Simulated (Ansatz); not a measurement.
CH4B2S (`B1BSC1`). The species carries charge 0 and has multiplicity 1.

```xyz
8

B    -0.7001    0.0872   -0.4326
B     0.7160    0.4068   -1.1759
S     1.1510   -0.7570    0.1491
C    -0.2771   -0.0281    1.0749
H    -1.6085   -0.5510   -0.8798
H     1.4104    0.7414   -2.0753
H    -0.7821   -0.7384    1.7274
H     0.0904    0.8390    1.6122
```

**Question.** List the harmonic frequencies (cm⁻¹, unscaled) at PBE0-D4/def2-TZVP in Ansatz. (An estimate is asked.)

**Answer.** Ansatz gave: 299, 438, 583, 662, 745, 812, 844, 861, 948, 966, 1007, 1098, 1117, 1467, 2615, 2732, 3119, 3205.

**Question.** Is this a minimum?

**Answer.** Yes, all 18 modes are real.

**Question.** Give the ideal-gas thermochemistry at 298.15 K and 1 bar (rigid rotor, harmonic oscillator; point group C1, symmetry number 1).

**Answer.** Zero-point energy 140.7 kJ/mol; H(298) − E = 154.4 kJ/mol; entropy 280.8 J/(mol·K), of which translation 161.8, rotation 100.9, vibration 18.1; G(298) − E = 70.7 kJ/mol.
